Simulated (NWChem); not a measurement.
System: BeO; SMILES [Be]=[O]

Program: NWChem. All runs use the structure optimised with PBE0/def2-SVP. B3LYP is NWChem's, with the RPA form of VWN correlation. Static field.

Q: What does the run give for B3LYP/Sadlej pVTZ? Quantities: isotropic polarisability (bohr³); anisotropy (bohr³).

A: 
```json
{
 "isotropic polarisability (bohr³)": "29.5",
 "anisotropy (bohr³)": "2.1"
}
```
